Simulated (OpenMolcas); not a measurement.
Ta3+ with its 6 nearest fluoride ions at 2.072 Å, on the Cd site of idealised cubic KCdF3 (a = 4.302 Å, distance in the model lattice 2.151 Å). The rest of the host is ab initio model potentials to 7.6 Å, with orthogonalisation functions on the cations behind the ligands, and point charges beyond; the distance is set by hand and nothing relaxes, and no local charge compensation is placed. Ligand basis ANO-RCC-VDZP.

```yaml
Program: OpenMolcas
Method: CASSCF
Basis: ANO-RCC-VTZP [8s7p5d3f2g1h]
Scalar_Hamiltonian: DKH2, point nucleus
Active_space: 2 electrons in 5 orbitals (5d)
State_averaging: 2S+1 = 3 even, 10 roots; 2S+1 = 1 even, 15 roots
Spin-orbit_coupling: state interaction with AMFI integrals over the reference wave functions
```

**Question.** What is the spin-free ground state (labels of O, the rotations of Oh)?

**Answer.** 3T1, 3-fold in its orbital part; it has the highest spin that d2 allows.

**Question.** Where is the first state of the same spin?

**Answer.** 3T2 at 29900 cm-1 above the ground state.

**Question.** What are the lowest two levels with spin-orbit coupling?

**Answer.** A 2-fold level E, then a 3-fold level T2 207.8 cm-1 above it. Their leading multiplicities are 3 (97 %) and 3 (97 %).

**Question.** What is χT at 300 K, and how does it compare with the textbook value?

**Answer.** The lowest level has 2S+1 = 3, for which the spin-only value is χT = S(S+1) / 2 = 1.000 cm3 K/mol (g = 2). The computed 0.159 at 300 K differs by -0.841, through orbital momentum, spin-orbit coupling and any other state in reach. With a threefold ground state the orbital momentum is unquenched, so the spin-only value is not expected to hold.

**Question.** Which ligand-field parameters describe the states?

**Answer.** A least-squares ligand-field fit to the states below 45000 cm-1, each weighted by its degeneracy and with a free common offset, gives 10Dq = 31430 cm-1, B = 664 cm-1 and C = 2627 cm-1 (C/B = 3.95), with an rms deviation of 96 cm-1. The same method and metal basis give the free ion B = 731 cm-1 (fit to its terms below 60000 cm-1, rms deviation 32 cm-1), so the nephelauxetic ratio is β = 664 / 731 = 0.91; it hangs on how both fits weigh the states, and computed free-ion B values tend to be too large, so β mixes covalency with correlation.

An orbital triplet at a regular site is open to Jahn-Teller coupling, which can distort the site and quench the lowest spin-orbit gaps and is left out. Without dynamic correlation the repulsion within the d shell is too large (B by tens of per cent), so at a given field states of lower spin stand too high. The least metal-like active orbital is 82 % on the metal (Löwdin) and no ligand orbital is active, so the numbers are rough. With metal d orbitals alone the field can be off either way by tens of per cent. Ligand-to-metal charge-transfer states are missing. With no ligand orbital active B as a rule stays too high, so bands that hang on it stand too high and its fall with covalency is understated. No measured value stands beside these numbers; the geometry was set by hand and not optimised.
